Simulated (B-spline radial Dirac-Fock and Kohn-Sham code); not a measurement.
ΔSCF core binding energies without Breit or QED terms, calculated with a B-spline atomic structure program.

A sound run for Se⁶⁺, [Ar] 3d10: The ground state converged in 10 iterations, with total energy -2419.48108 Ha, virial ratio 1.97616 and highest orbital energy -157.10 eV. ΔSCF binding energies: K (1s) 12788.2 eV, L3 (2p3/2) 1539.0 eV, M5 (3d5/2) 153.2 eV.

A second run, with one unsound setting: The ground state converged in 10 iterations, with total energy -2336.92073 Ha, virial ratio 2.03595 and highest orbital energy -157.88 eV. ΔSCF binding energies: K (1s) 11822.6 eV, L3 (2p3/2) 1546.6 eV, M5 (3d5/2) 153.9 eV.

```
iter   energy (Ha)        error
   1    -2316.86218427  1.40e+00
   2    -2330.36196354  9.99e-01
   3    -2336.46968668  2.54e-01
   4    -2336.89797880  5.81e-02
   5    -2336.91321794  3.12e-02
   6    -2336.92072558  8.77e-04
   7    -2336.92073018  7.54e-05
   8    -2336.92073022  1.10e-05
   9    -2336.92073022  7.67e-07
  10    -2336.92073022  5.35e-08
```

Question: Which fault fits the second run best?
A. too few iterations
B. nuclear radius in wrong units
C. functional not served
D. speed of light below Z

Answer: B. The input had radius_factor = 100.0: radius_factor inflates the nucleus far beyond its size, which weakens the binding of the inner electrons.
